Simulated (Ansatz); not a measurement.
Frontier orbitals of H$_{8}$Si$_{2}$Sn, SMILES `[SiH3][SnH2][SiH3]`.

The species carries charge 0 and has multiplicity 1. Correlated methods include outer-core shells of Sn, which these sets cover unevenly. Sn takes the def2 core potential. Geometry: relaxed with PBE0-D4/def2-TZVP. Basis def2-TZVPP, Ansatz.

```csv
functional,HOMO (eV),LUMO (eV),gap (eV)
LDA (SPW92),-6.78,-1.38,5.40
PBE,-6.67,-1.17,5.50
BLYP,-6.50,-1.07,5.43
PBE0,-7.66,-0.38,7.28
BHLYP,-8.51,0.45,8.96
ωB97M-V,-9.58,1.17,10.75
```

From PBE to PBE0 the HOMO moves by −0.99 eV and the LUMO by +0.79 eV, and with ωB97M-V by −2.91 and +2.34 eV, so the gap grows from 5.50 to 10.75 eV with exact exchange. A positive LUMO is unbound and depends on the basis.
